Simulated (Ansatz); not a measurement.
Computed with Ansatz on PBE0-D4/def2-TZVP structures; ΔE is electronic, products minus reactants. CBS: MP2 limit from def2 TZ/QZ plus the TZ coupled-cluster correction, frozen cores. Functionals use def2-TZVPP. B3LYP here is the variant with VWN-RPA as its local correlation; programs differ in this. One conformer a species, not always the lowest.

Consider the formal exchange of groups at a B–C bond: `BC1=CC1F` + `O=CSS` → `BSC=O` + `FC1C=C1S`.

`BC1=CC1F`:

Z-matrix (Å, degrees):
```
C
F 1 1.377
C 1 1.516 2 118.5
C 1 1.428 2 119.4 3 61.0
H 1 1.086 2 109.0 3 -143.9
B 3 1.499 1 136.5 2 -70.9
H 4 1.078 1 146.8 2 62.5
H 6 1.195 3 120.3 1 -108.2
H 6 1.194 3 119.3 1 68.1
```

`O=CSS`:

Cartesian coordinates in Å:
```
O 0.896 1.324 0.135
C 0.437 0.521 0.883
S -0.368 -1.009 0.454
S -0.161 -1.099 -1.568
H 0.438 0.627 1.986
H -1.242 -0.365 -1.890
```

`BSC=O`:

```xyz
7

B     1.291   -0.416   -0.095
S     0.363    0.797    0.793
C    -1.294    0.479    0.151
O    -2.250    1.092    0.495
H     2.461   -0.470    0.108
H     0.733   -1.139   -0.863
H    -1.304   -0.343   -0.589
```

`FC1C=C1S`:

Z-matrix (Å, degrees):
```
C
C 1 1.455
C 1 1.461 2 53.3
F 1 1.387 2 119.3 3 105.1
H 1 1.088 2 125.1 3 -109.2
H 2 1.076 1 146.9 3 -177.5
S 3 1.705 1 147.7 2 177.3
H 7 1.343 3 96.1 1 5.8
```

```csv
species,B3LYP-D4 energy (Eh)
`BC1=CC1F`,-241.42353
`O=CSS`,-911.03006
`BSC=O`,-538.27662
`FC1C=C1S`,-614.19759
```

Task: Work out ΔE.

Result: ΔE = (-538.27662) + (-614.19759) − (-241.42353) − (-911.03006) = -0.02062 Eh = -54.1 kJ/mol. CCSD(T)/CBS gives -61.6 kJ/mol.

Largest T1 diagnostic among the species: 0.018.

Leaving LDA and LC-ωPBE aside and taking each functional with its dispersion term where it has one, the values, not all of them listed here, spread over 17.0 kJ/mol, from PBE-QIDH to BLYP-D4. LDA lies −5.3 kJ/mol from PBE without D4. From BLYP to BHLYP (50 % exact exchange), in def2-TZVPP and without D4, ΔE moves by −7.8 kJ/mol. At CCSD(T), def2-SVP lies −25.9 kJ/mol from the extrapolated value and def2-TZVPP −6.3 kJ/mol.
